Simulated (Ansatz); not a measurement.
A structure relaxed at PBE0-D4/def2-SVP in Ansatz, charge 1, doublet:

| atom | x (Å) | y (Å) | z (Å) |
| --- | --- | --- | --- |
| Li1 | 1.8914 | 1.3789 | -2.7199 |
| Li2 | -3.9403 | 0.8601 | 1.0323 |
| Li3 | 2.9785 | 1.1544 | 1.6431 |
| Li4 | -2.3696 | -1.6564 | -1.5239 |
| Li5 | -1.4196 | -1.8871 | 2.2561 |
| Al6 | 0.0955 | -0.5373 | -1.5997 |
| Al7 | 2.7397 | -0.1306 | -0.6858 |
| Al8 | 0.8173 | -0.6806 | 1.3215 |
| Al9 | -1.5151 | 0.0436 | 0.3804 |
| Al10 | 0.7222 | 1.4549 | -0.1040 |

(1) Give its formula and point group.

(2) Summarise the bond lengths by kind (pairs closer than 1.2 times the sum of covalent radii, bridged metal pairs left out).

Answers

(1) the cluster Li5Al5⁺. Point group Cs (tolerance 0.1 Å).

(2) 11 × Al–Li 2.64 to 2.87 Å; 8 × Al–Al 2.57 to 2.83 Å.

Another isomer (doublet) lies 1.46 eV lower at PBE0-D4/def2-TZVP; other spin states weren't run for this one.
